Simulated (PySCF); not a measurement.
# What a mistake does to a calculation on BHOSi

Calculated results; nothing here was measured. The program is PySCF 2.14.0, an open-source quantum chemistry code, run on an isolated molecule that a program drew, which may never have been made. The molecule is BHOSi (charge 0, singlet), drawn as the SMILES string `O=B[SiH]`.

Each row is a Hartree-Fock (HF) and frozen-core CCSD(T) single point in the cc-pV(D+d)Z basis, meant for a local HF minimum. Run 1 is clean. Each other run has one planted mistake out of seven kinds, and not every kind appears here: one electron removed, one electron added, multiplicity raised by two, geometry at a saddle point, minimal basis STO-3G, one bond length entered in bohr, all coordinates scaled. The reference is restricted for singlets and unrestricted otherwise, and also for a bond in bohr. Adding or removing an electron swaps singlet and doublet. Electrons count all cores. HOMO and LUMO are orbital energies over both spins, the gradient is its largest component, and the lowest frequency (negative if imaginary) is given only where the gradient is small. Bond lengths are over the 3 bonds as drawn. T1 is the CCSD diagnostic: over 0.02 (restricted) or 0.045 (unrestricted) a single reference is doubtful.

Geometry of the clean run:
```xyz
4
BHOSi, angstrom
O     0.4086    1.1965   -0.3515
B     1.1755    2.0563   -0.0605
Si    2.5098    3.5758    0.3440
H     2.5331    3.2324    1.8138
```

| run | electrons | basis functions | <S^2> | HOMO (eV) | LUMO (eV) | gradient (hartree/bohr) | lowest frequency (cm^-1) | mean bond (Å) | longest bond (Å) | T1 | HF (hartree) | CCSD(T) (hartree) | mistake |
|---|---|---|---|---|---|---|---|---|---|---|---|---|---|
| 1 | 28 | 56 | 0.000 | -10.05 | -0.78 | 2.4e-05 | 299 | 1.5867 | 2.062 | 0.0217 | -389.05528 | -389.43151 | no fault |
| 2 | 28 | 20 | 0.000 | -6.89 | 4.81 | 2.8e-02 | - | 1.5867 | 2.062 | 0.0216 | -384.37358 | -384.54978 | minimal basis STO-3G |
| 3 | 29 | 56 | 0.768 | -2.06 | 6.81 | 2.9e-02 | - | 1.5867 | 2.062 | 0.0202 | -389.10676 | -389.48598 | one electron added |
| 4 | 27 | 56 | 0.762 | -18.88 | -8.33 | 3.4e-02 | - | 1.5867 | 2.062 | 0.0291 | -388.71885 | -389.06973 | ? |

**Which mistake was planted in run 4, and what did it cost?**

It counts 27 electrons, one fewer than the clean run, at the same geometry and basis. So the mistake is: one electron removed. Subtracting run 1 and multiplying by 627.51 kcal/mol a hartree, the energy moved by 211.1 kcal/mol in HF and 227.0 kcal/mol in CCSD(T).

Cautions from the logs. Run 1: T1 is over the limit, so its CCSD(T) energy is less reliable; run 2: T1 is over the limit, so its CCSD(T) energy is less reliable.
